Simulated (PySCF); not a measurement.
# Electron correlation in Co⁻ (cobalt, charge -1)

[Ar] 3d8 4s2, high-spin 3F determinant. Calculation: PySCF 2.14, in aug-pcseg-3 (8s6p5d4f3g2h, 128 functions); the non-relativistic Hamiltonian (point nucleus). Frozen: [Ar]; 10 electrons correlated.

MP2 pair energies summed by pair of shells (mhartree):

```tsv
pair	energy	share (%)
3d-3d	-298.79	86.0
3d-4s	-32.39	9.3
4s-4s	-16.19	4.7
```

Total MP2 correlation energy: -347.37 mhartree.

Same-spin part -124.61 and opposite-spin part -222.76 mhartree; SCS-MP2 scales them by 1/3 and 6/5 to -308.85 mhartree.
